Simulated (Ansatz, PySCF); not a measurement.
Gas-phase reaction 2 R1 → P1 + P2, each structure at its B3LYP-D3(BJ)/def2-TZVP stationary point, reached from a drawn start (curvature not checked).
P1, BBr3 (SMILES BrB(Br)Br) (charge 0, multiplicity 1):
| atom | x (Å) | y (Å) | z (Å) |
|---|---|---|---|
| B | 0.0000 | 0.0000 | 0.0000 |
| Br | 1.9073 | 0.0000 | 0.0000 |
| Br | -0.9537 | 1.6518 | 0.0000 |
| Br | -0.9537 | -1.6518 | 0.0000 |
R1: BBr2 (SMILES Br[B]Br), charge 0, multiplicity 2.
P2: BBr (SMILES [B]Br), charge 0, multiplicity 1.

P less R. No zero-point or thermal terms; singlets are restricted closed shells; open shells are unrestricted; no spin–orbit coupling.

Frozen-core correlation throughout. In cc and def2 sets filled d and f shells under p-block atoms count as core. CBS: X⁻³ extrapolation of the correlation energy, Hartree–Fock from the larger set.

Codes used: Ansatz (Gaussian basis) for Hartree–Fock, density functionals and correlated methods; PySCF for the D3/D4 terms. No computed number here is a measurement.

The comparison value is -149.1 kJ/mol (CCSD(T)/CBS(cc-pVTZ, cc-pVQZ)). It is a level with limits of its own, not the exact answer.

Question: Order these levels by how close they come to the comparison value for the reaction energy, closest first: PBE-D3(BJ)/def2-TZVPP, BLYP-D3(BJ)/def2-TZVPP, PBE/def2-TZVPP, r2SCAN-D4/def2-TZVPP, BLYP/def2-TZVPP. Give each level's value less the comparison value.

Answer: BLYP-D3(BJ)/def2-TZVPP (29.5 kJ/mol), BLYP/def2-TZVPP (34.3 kJ/mol), PBE-D3(BJ)/def2-TZVPP (40.5 kJ/mol), PBE/def2-TZVPP (42.4 kJ/mol), r2SCAN-D4/def2-TZVPP (62.9 kJ/mol)

Ansatz is a first-principles code.
